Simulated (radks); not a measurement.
Results of a calculation; reference values are marked as such.
Species: neutral sulfur. Configuration: [Ne] 3s2 3p3 6d1 (not the ground configuration).

Level of theory: scalar-relativistic Kohn-Sham, r2SCAN, spin-polarised, spherical densities, finite nucleus; open shells are filled with parallel spins first; meta-GGA in the generalised Kohn-Sham scheme; Fermi nuclear charge, rms radius 3.2611 fm (a radial shooting solver on a logarithmic mesh with Libxc functionals).

Energy parts (eV):
total: -10853.881
kinetic: 10896.611
electron-nucleus: -25729.296
Hartree: 4670.810
exchange-correlation: -692.007

Orbitals (lengths in bohr, moments of r in powers of bohr; r(90%) holds 90 % of the orbital's charge):
orbital  occ.  eigenvalue (eV)  r(90%)      <r>    <r^2>
1s up       1        -2430.128   0.173  0.09688  0.01264
1s down     1        -2429.495   0.173  0.09686  0.01263
2s up       1        -227.0240   0.746   0.4768   0.2706
2s down     1        -226.6552   0.747   0.4770   0.2705
2p up       3        -169.9229   0.734   0.4415   0.2437
2p down     3        -169.1905   0.734   0.4416   0.2434
3s up       1         -28.9886    2.46    1.638    3.087
3s down     1         -24.3700    2.51    1.658    3.182
3p up       3         -17.4784    2.86    1.867    4.073
6d up       1          -0.3396    51.6    37.96     1614

The highest occupied level is 6d up at -0.340 eV. The spin density at the nucleus is 0.0736 e/bohr^3 (1s -0.4544, 2s 0.4420, 3s 0.0860). The electron density at the nucleus is 2953 e/bohr^3 (large components only). The density falls to 0.001 e/bohr^3 at r = 3.66 bohr. Spin moment in Bohr magnetons: 4.

Empty levels of this run are not shown, since the potential may be unsettled where no density lies.
